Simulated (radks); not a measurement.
Q: The mean radii <r> (bohr) of the occupied orbitals of an atom or ion are listed with their occupations. Method: scalar-relativistic Kohn-Sham, PBEsol, spin-polarised, spherical densities, finite nucleus; Fermi nuclear charge, rms radius of each element as measured or else 0.836 A^(1/3) + 0.57 fm; computed with a radial shooting solver on a logarithmic mesh with Libxc functionals.

| orbital | occ. | <r> |
|---|---|---|
| 1s up | 1 | 0.05622 |
| 1s down | 1 | 0.05622 |
| 2s up | 1 | 0.2557 |
| 2s down | 1 | 0.2555 |
| 2p up | 3 | 0.2250 |
| 2p down | 3 | 0.2248 |
| 3s up | 1 | 0.7717 |
| 3p up | 3 | 0.8112 |
| 3p down | 3 | 0.8180 |
| 3d up | 5 | 0.9857 |
| 3d down | 3 | 1.029 |

Name the element and its charge. Open shells, if any, are filled with parallel spins first.

A: Z = 27, cobalt, charge +2: Co2+ in [Ne] 3s1 3p6 3d8. The 1s radius gives Z: for a bare nucleus <r> = (2 gamma + 1)/(2Z) with gamma = sqrt(1 - (Z/c)^2), 0.05483 bohr for Z = 27, and screening makes it slightly larger (0.05622 here). The occupations add up to 25, and the charge is Z minus that.
